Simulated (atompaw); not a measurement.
**Bi PAW (atompaw): all-electron and pseudo phase curves**

- Element: bismuth (Bi)
- Generator: atompaw 4.2.0.5
- Type: PAW
- Functional: PBEsol
- Relativity: scalar-relativistic
- Frozen core: [Xe] 4f14
- Valence charge: 15
- Reference configuration: 5d10 6s2 6p1.5 (charge +1.5)
- Partial waves: 6s (bound): rc 2.45 bohr; 6s channel at -0.9 Ry: rc 2.45 bohr; 6p (bound): rc 2.45 bohr; 6p channel at -0.05 Ry: rc 2.45 bohr; 5d (bound): rc 1.65 bohr; 5d channel at -1.75 Ry: rc 1.65 bohr
- Local potential: troulliermartins scheme with l = 3 at 0 Ry, radius 1.90 bohr
- Core correction: smooth core density matched at 1.60 bohr
- Augmentation charge: sinc compensation charge, radius 2.20 bohr; PAW radius 2.45 bohr; waves and projectors: custom rrkj gramschmidtortho

The phase is arctan(r·u′/u) with u = r·R(r), unwrapped; energies in Ry, scanned from -5 to 5 Ry. A pole is an energy at which the radial function vanishes at the test radius. The pseudo phase is shifted by a multiple of π to meet the all-electron one at the reference energy, and phase errors are pseudo minus all-electron; the curves can meet again beyond the range given. Levels narrower than the energy grid can be missing from the lists of poles.

```csv
channel,radius (bohr),reference energy (Ry),"poles, all-electron","poles, pseudo",unbroken range about the reference energy with phases within 0.05 rad,phase error 1 Ry above the reference energy (rad)
s,2.47,-1.94,-0.50,-0.50,below 2.8,-0.000
p,2.47,-1.12,1.44,1.45,the whole range,+0.000
d,2.47,-2.92,"-2.77, 4.53","-2.77, 4.50",the whole range,+0.000
```

Note: ghost state, extra bound levels that the all-electron valence spectrum of the same l lacks: s at -116.4 eV. A true bound ghost makes a file unfit for plane-wave use.

Phases in the s channel:

```csv
E (Ry),all-electron,pseudo
-5.00,1.311,1.311
-4.52,1.278,1.278
-4.04,1.229,1.230
-3.56,1.148,1.148
-3.08,0.983,0.983
-2.60,0.505,0.505
-2.12,-0.676,-0.676
-1.64,-1.256,-1.256
-1.16,-1.450,-1.450
-0.68,-1.545,-1.545
-0.20,-1.607,-1.607
0.28,-1.655,-1.655
0.76,-1.698,-1.698
1.24,-1.743,-1.745
1.72,-1.796,-1.800
2.20,-1.868,-1.879
2.68,-1.979,-2.013
3.16,-2.186,-2.306
3.64,-2.660,-3.106
4.12,-3.526,-4.011
4.60,-4.093,-4.356
```
